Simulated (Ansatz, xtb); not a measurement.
# Two structures of B2FHOSi

Structure I is a singlet given by its coordinates and structure II is a singlet given by its coordinates. Both are isolated molecules in the gas phase, relaxed with r2SCAN-D4/def2-SVP.

I (Å):

```xyz
6

B    -0.7422    0.1384   -0.8207
B    -0.3628    0.8616    0.8526
F    -0.4180    0.2380    1.9964
O    -1.0904   -1.1090   -1.1264
Si   -0.2187    1.9268   -0.6582
H    -2.0415   -1.2749   -1.1944
```

Close contacts (Å): B1–B2 1.86, B1–O4 1.33, B1–Si5 1.87, B2–F3 1.30, B2–Si5 1.85, O4–H6 0.97.

II (Å):

```xyz
6

B    -1.1595    0.4089   -0.5059
B    -0.1713   -0.4989    0.4893
F    -0.3021   -1.8210    0.6061
O    -1.1697    0.9798   -1.7417
Si   -2.6847    1.5449   -1.0401
H     0.6249    0.0353    1.2393
```

Close contacts (Å): B1–B2 1.67, B1–O4 1.36, B1–Si5 1.98, B2–F3 1.33, O4–Si5 1.76, B2–H6 1.22.

Energies in hartree; the thermal terms are from r2SCAN-D4/def2-SVP harmonic frequencies (ideal gas, rigid rotor, one conformer each, 298.15 K, 1 atm) and include the zero-point energy:

|  | I | II |
| --- | --- | --- |
| E, CCSD(T)/def2-SVP | −513.577876 | −513.586154 |
| E, MP2/def2-SVP | −513.535003 | −513.534713 |
| E, MP2/def2-TZVPP | −514.072576 | −514.072236 |
| zero-point energy | 0.025146 | 0.022919 |
| H(298 K) − E | 0.031518 | 0.029446 |
| G(298 K) − E | −0.003883 | −0.006758 |

**Question.** Correct the CCSD(T) difference for the basis set by the MP2 change, then work out ΔE, ΔE₀, ΔH and ΔG for I → II in kJ/mol (1 Eh = 2625.50 kJ/mol) and the equilibrium ratio [II]/[I].

**Answer.** 1. Differences II − I: CCSD(T) −0.008278, MP2 in the small set +0.000290, MP2 in the large set +0.000340 Eh.
2. ΔE = −0.008278 + (+0.000340 − (+0.000290)) = −0.008228 Eh = −21.60 kJ/mol.
3. ΔE₀ = ΔE + ΔZPE = −0.008228 + (−0.002227) Eh = −27.45 kJ/mol.
4. ΔH = ΔE + (−0.002072) Eh = −27.04 kJ/mol.
5. ΔG = ΔE + (−0.002875) Eh = −29.15 kJ/mol, so ΔS = (ΔH − ΔG)/T = +7.1 J/(mol K).
6. kT = 0.9442 mEh, so K = [II]/[I] = exp(−ΔG/kT) = exp(+11.76) ≈ 1.3 × 10^5.

Structure II is favoured at this temperature. An error of 4 kJ/mol in ΔG would change K by a factor of 5. MP2/def2-SVP found them nearly level. r2SCAN-D4/def2-SVP gave ΔE the other sign. Large T1 diagnostics make the coupled-cluster value less sure. Mirror images and further conformers aren't counted.

Other levels gave ΔE = +11.2 (r2SCAN-D4/def2-SVP); −85.7 (HF/def2-SVP); +0.8 (MP2/def2-SVP); −21.7 (CCSD(T)/def2-SVP) kJ/mol. The correlated steps freeze 9 core orbitals. Programs: Ansatz 0.2.0.
